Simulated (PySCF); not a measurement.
Computed data sheet: `C1=N[C@H]1B(O)O`

Compound: C₂H₄BNO₂.
Structure used (PBE0-D3(BJ)/def2-SVP), in Å, numbered top down from 1:
```xyz
10
C2H4BNO2 angstrom
O     -1.5356   -0.6585   -0.8012
B     -0.6345   -0.1719    0.0995
O     -0.9294    0.1509    1.3912
C      0.8344    0.0433   -0.3901
C      1.7403    0.9742    0.2782
N      1.9817   -0.1919    0.6344
H     -2.4312   -0.7724   -0.4707
H     -1.8312   -0.0296    1.6699
H      1.0801   -0.2567   -1.4184
H      2.0934    1.9925    0.4575
```

Some functional groups and rings: three-coordinate boron and three-membered ring with nitrogen.

**PBE0-D3(BJ)/def2-SVP geometry optimisation, gas phase (PySCF)**

```yaml
Point_group: C1
Rotational_constants_A_B_C: 7.815, 2.632, 2.177 GHz
```

From wB97X-D/def2-SVPD ground state, ΔSCF and vertical TDDFT (core frozen in the response) (PySCF):

```yaml
Dipole_moment: 3.33 D
HOMO_energy: -9.67 eV
LUMO_energy: 1.19 eV
HOMO–LUMO_gap: 10.86 eV
Lowest_singlet_excitation: 5.38 eV (231 nm, f = 0.002)
Strongest_line_among_the_10_lowest_singlet_transitions: S5 at 7.69 eV (161 nm, f = 0.236)
Lowest_triplet_excitation_Tamm–Dancoff: 4.62 eV
Static_isotropic_polarisability: 48.9 au
Vertical_ionisation_energy: 10.14 eV
Electronic_spatial_extent_⟨r²⟩_about_the_centre_of_nuclear_charge: 552 bohr²
```

**PBE0/pcSseg-1 ground state and GIAO shieldings, non-relativistic (PySCF)**

```yaml
Lowest_Hirshfeld_atomic_charge: -0.26 e on O1/O3
Highest_Hirshfeld_atomic_charge: +0.23 e on B2
13C_chemical_shifts_computed_TMS_as_zero_by_class: 166.6 (C5), 14.1 (C4) ppm
1H_chemical_shifts_computed_TMS_as_zero_by_class: 9.60 (H10), 2.83 (H7/H8), 0.72 (H9) ppm
Isotropic_shieldings_of_nuclei_other_than_C_and_H_by_class: 72 (B2), -70 (N6), 215 (O1/O3) ppm
Mayer_bond_orders_between_heavy_atoms: O1–B2 1.24, B2–O3 1.24, B2–C4 0.90, C4–C5 0.95, C5–N6 1.84, N6–C4 0.89
```

B3LYP/pcJ-1 indirect spin-spin coupling, non-relativistic, gas phase; spin–dipole term left out for some pairs (PySCF):

```yaml
Largest_of_the_computed_one-bond_spin–spin_couplings_means_over_like_bonds: 13C–1H +256.6 (C5–H10), 13C–1H +171.6 (C4–H9), 13C–11B +108.1 (C4–B2), 17O–1H -81.9 (O1–H7 and 1 like it), 13C–13C +27.7 (C4–C5), 15N–13C +12.3 (N6–C4), 15N–13C +6.7 (N6–C5), 17O–11B -4.3 (O1–B2 and 1 like it) Hz
```

Monoisotopic mass (most abundant isotopes): 85.0335 u.

No computed singlet falls in the visible range (750 to 380 nm, 1.65 to 3.26 eV); S1 lies 2.12 eV above its blue end. A dipole of 3.33 D is allowed in C1, and pure rotational transitions are dipole-allowed. The 10 singlets span 5.38 to 8.68 eV, and their oscillator strengths add up to 0.34. The rotational constants make it an asymmetric top with κ = (2B − A − C)/(A − C) = -0.84, nearer the prolate limit (−1). The dipole matches unit charges of opposite sign 0.69 Å apart (1 e·Å = 4.8032 D). With B = h/(8π²I), that is 505.379 GHz u Å² over I, the principal moments of inertia are 64.7, 192.0 and 232.1 u Å² (most abundant isotopes); the inertial defect Ic − Ia − Ib is -24.6 u Å² (zero for a rigid planar frame, negative otherwise).

 NMR classes are plain means over equivalent atoms (diastereotopic ones count apart unless rotation or inversion swaps them), as if these changed places fast; in this geometry the members of some classes differ.

For the spin–spin coupling job (B3LYP/pcJ-1), hardware: an Arm Neoverse V1 with one thread, no GPU (shared host). Cost: 19 s wall.

One conformer stands for the species.
